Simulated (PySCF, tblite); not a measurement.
Calculations on `c1cc(C#N)c(OC)c[c]1` [radical], in the order of a workflow; each names the level of the geometry that it ran on. Settings lines and outputs come from a driver script.

Compound: C8H6NO (doublet state).
Numbering: `[CH3:1][O:2][c:3]1[cH:4][c:5][cH:6][cH:7][c:8]1[C:9]#[N:10]` (hydrogens: H11, H12, H13 on C1; H14 on C4; H15 on C6; H16 on C7)

Step 1: GFN2-xTB geometry optimisation, gas phase (tblite 0.8.0) (from a force-field or distance-geometry start)
```json
{"job": {"kind": "relax", "xc": "GFN2-xTB", "basis": "xTB"}, "charge": 0, "multiplicity": 2}
```
```
step      E/eV     max force
  0    -735.20305    2.519
  1    -735.26050    4.501
  2    -735.28410    2.311
...
 26    -735.37032    0.010
 27    -735.37034    0.014
 28    -735.37036    0.019
 29    -735.37038    0.014
 30    -735.37039    0.005
```

Energy lowered by 3.9 kcal/mol over 30 steps; largest atomic force 0.005 eV/Å at the end. «max force» is the largest atomic force in eV/Å.

Step 2: GFN2-xTB harmonic vibrations, gas phase (tblite 0.8.0) (on the GFN2-xTB geometry)
```json
{"job": {"kind": "ir", "xc": "GFN2-xTB", "basis": "xTB"}, "charge": 0, "multiplicity": 2}
```
```
(table of modes left out)
```

42 modes from 95 to 3099 cm⁻¹ (unscaled, harmonic); zero-point energy 71.8 kcal/mol; all wavenumbers are real at this level.

Step 3: UKS B3LYP, pcH-1 on C H N O, non-relativistic, mean-field spin-orbit, GIAO (PySCF 2.14.0) (on the GFN2-xTB geometry)
```json
{"job": {"kind": "epr", "basis": "pcH-1"}, "charge": 0, "multiplicity": 2}
```
```
...
E = -438.35146958 Eh   <S^2> = 0.7574 (exact 0.7500)
g shifts (ppm)      1          2          3
  rmc          -167       -167       -167
  gc             29         14        -26
  oz_so        -652        -14        919
  total        -790       -167        726
hyperfine (MHz)  atom isotope    a_iso     a_fc   dipolar eigenvalues
    0   13C      -0.30      -0.30     -0.46      0.02      0.44
    1   17O       0.55       0.55     -4.16      1.11      3.06
    2   13C      58.39      58.39     -5.65     -1.79      7.45
    3   13C      20.49      20.49    -13.01     -1.63     14.64
    4   13C     409.15     409.15    -80.02    -62.92    142.94
    5   13C      14.28      14.28    -13.80     -2.17     15.97
    6   13C      57.53      57.53     -6.37     -1.82      8.19
    7   13C      -8.01      -8.01     -6.34      2.28      4.06
    8   13C       3.23       3.23     -0.31     -0.18      0.48
    9   14N      -0.29      -0.29     -1.11      0.43      0.68
   10    1H       0.87       0.87     -1.17     -0.86      2.02
   11    1H       1.47       1.47     -0.69     -0.60      1.29
   12    1H       0.88       0.88     -1.17     -0.86      2.03
   13    1H      66.33      66.33     -6.92     -5.82     12.74
   14    1H      53.99      53.99     -6.91     -5.74     12.64
...
```

⟨S²⟩ 0.757; g_iso 2.0022. rmc, gc and oz_so are the mass-correction, gauge-correction and orbital-Zeeman/spin–orbit parts of the g shift along its three principal axes; a_iso is the isotropic hyperfine coupling and a_fc its Fermi-contact part. The log counts atoms from 0, this text from 1.

Problem. Which step took the most CPU time, and about what did each take on one thread of an Arm Neoverse V2, on a shared host?

Solution. Step 3, about 99 % of the total. CPU time by step: 1: 0.16 s, 2: 0.44 s, 3: 86 s.

Geometry of the electronic-property runs (GFN2-xTB):
```
atom  x, y, z in Å
C1     2.556   -0.649    0.186
O2     1.576    0.338   -0.033
C3     0.272   -0.006    0.005
C4    -0.213   -1.298    0.250
C5    -1.562   -1.479    0.256
C6    -2.507   -0.517    0.046
C7    -2.034    0.768   -0.198
C8    -0.666    1.022   -0.219
C9    -0.212    2.337   -0.468
N10    0.126    3.413   -0.672
H11    2.465   -1.088    1.185
H12    3.511   -0.133    0.106
H13    2.506   -1.438   -0.570
H14    0.464   -2.119    0.426
H15   -3.564   -0.723    0.063
H16   -2.726    1.580   -0.374
```

 (This holds for the electronic-property runs.)

One conformer stands for the species.
